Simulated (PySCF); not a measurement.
Molecule: `[BH2-]1OC=CC=[O+]1`, C₃H₅BO₂.

Cartesian coordinates in Å; atom numbers follow the order of the lines, from 1:
```xyz
11

B     1.522   -0.236    0.088
O     0.446   -1.346    0.139
C    -0.779   -1.074    0.058
C    -1.311    0.204   -0.080
C    -0.406    1.259   -0.134
O     0.845    1.147   -0.067
H     2.098   -0.243    1.127
H     2.190   -0.423   -0.877
H    -1.453   -1.933    0.105
H    -2.369    0.368   -0.144
H    -0.779    2.281   -0.241
```

Frames of a GFN2-xTB Langevin trajectory at 600 K; GIAO PBE0/pcSseg-1 shieldings in PySCF 2.14, gas phase, non-relativistic; equivalent atoms averaged within each frame.

Scale: BF3·OEt2 for $^{11}$B (100.07 ppm); $^{17}$O (336.08 ppm) against H2O; TMS for $^{13}$C (186.93 ppm) and $^{1}$H (31.72 ppm) (reference shieldings calculated alike). The references are static minima.

**Question.** How do the shifts (ppm) fluctuate along the trajectory?

**Answer.** 
```csv
time (fs),B1,O2/O6,C3/C5,C4,H9/H11,H10,H7/H8
optimised geometry,3.5,284.1,187.3,102.5,7.68,5.14,4.25
250,9.6,310.6,191.9,114.2,8.22,5.87,4.51
425,4.7,308.4,197.2,117.3,8.31,6.11,4.63
625,-1.3,299.3,196.0,125.3,7.89,5.80,4.72
800,-0.1,304.9,194.0,114.4,8.38,6.64,4.79
1000,10.8,298.0,181.8,103.3,7.42,5.40,5.25
mean of frames,4.8,304.2,192.2,114.9,8.04,5.97,4.78
standard deviation,5.5,5.5,6.1,7.9,0.40,0.46,0.28
```

5 frames give an uncertainty of the mean of about the standard deviation over 2.2 at best, since frames this close in time may not be independent; classical motion lacks zero-point vibration, and the reference would need the same averaging.
